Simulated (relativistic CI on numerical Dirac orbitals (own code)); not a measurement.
One change at a time: Sm XLVIII

Base calculation: Dirac-Coulomb-Breit CI, separate exchange-only KLI orbitals for each configuration, model QED, unscaled Slater integrals.

Configuration list (outside the closed core [Ne]): 3s2 3p3, 3s 3p4, 3s2 3p2 3d, 3p5, 3s 3p3 3d, 3p4 3d, 3s 3p2 3d2, 3s2 3p 3d 4p, 3p4 4s, 3s 3p2 3d 4s, 3p4 4p, 3s2 3p2 4s, 3s2 3p2 4p, 3p3 3d 4p, 3s2 3p2 4d, 3s 3p3 4s, 3s2 3p2 4f, 3s 3p3 4p, 3s 3p3 4d, 3s 3p3 4f, 3s2 3p2 5s, 3s2 3p2 5p, 3s2 3p 4s 4p, 3s2 3p2 5d, 3s2 3p2 5f, 3s2 3p2 5g, 3s 3p2 4s2, 3s 3p3 5s, 3s2 3p 3d2, 3s2 3d3, 3s 3p 3d3, 3s2 3d2 4s, 3s2 3d2 4p, 3s2 3d2 4d, 3p3 3d2, 3p2 3d3, 3p2 3d2 4s, 3p2 3d2 4p, 3p2 3d2 4d, 3s2 3p 3d 4s, 3s 3p 3d2 4s, 3s2 3d 4s2, 3s2 3d 4s 4p, 3s2 3d 4s 4d, 3s 3p2 3d 4p, 3s 3p 3d2 4p, 3s 3p 3d 4s 4p, 3s 3p 3d 4p2, 3s 3p 3d 4p 4d, 3p3 3d 4s, 3p2 3d 4s2, 3p2 3d 4s 4p, 3p2 3d 4s 4d, 3s2 3p 4s2, 3s 3p 3d 4s2, 3s2 4s2 4p, 3s2 4s2 4d, 3s2 3p 4p2, 3s2 3d 4p2, 3s2 4s 4p2, 3s2 4p3, 3s2 4p2 4d, 3s 3p2 4s 4p, 3s 3p 4s2 4p, 3s 3p 4s 4p2, 3s 3p 4s 4p 4d. Double excitations out of closed p, d and f shells are left out; levels of such configurations are missing from the list, as are those of other unlisted configurations, and high levels can miss mixing partners. These lack a partner that the ground configuration has and come out too high: 3s2 3p2 4f, 3s 3p3 4d, 3s 3p3 4f, 3s2 3p2 5s, 3s2 3p2 5p.

Variants: (1) only the first 3 configurations. Shifts of the energy above 3s2 3p3 2P°_3/2, in eV, for the lowest level and the first level of each name with at least 55 % of one term (blank where a level changes its place among those of its configuration and J or its character, or is not in the variant):

```
            Level     Base    Δ(1)
  3s2 3p3 2P°_3/2    0.000   0.000
  3s2 3p3 2D°_5/2  152.005  +0.661
  3s2 3p3 2P°_1/2  164.349  +1.613
    3s 3p4 4P_5/2  275.678  -2.080
3s2 3p2 3d 4D_1/2  325.816  -1.564
3s2 3p2 3d 2G_9/2  369.727  -1.907
    3s 3p4 4P_3/2  430.562  -0.632
    3s 3p4 2D_5/2  443.368  -0.256
3s2 3p2 3d 4F_9/2  516.639  -0.739
```

At this charge energies of transitions that change n are usually good to better than 1 %, and those within a shell (Δn = 0) to a few per cent.

Ionisation energy from the two ground configurations alone: base 3971.6 eV. The NIST ASD value (theoretical) is 3971 eV.

LS names give the leading component of a level, which can be under half, so a name can repeat, a term be missing and a line seem to break the LS rules.
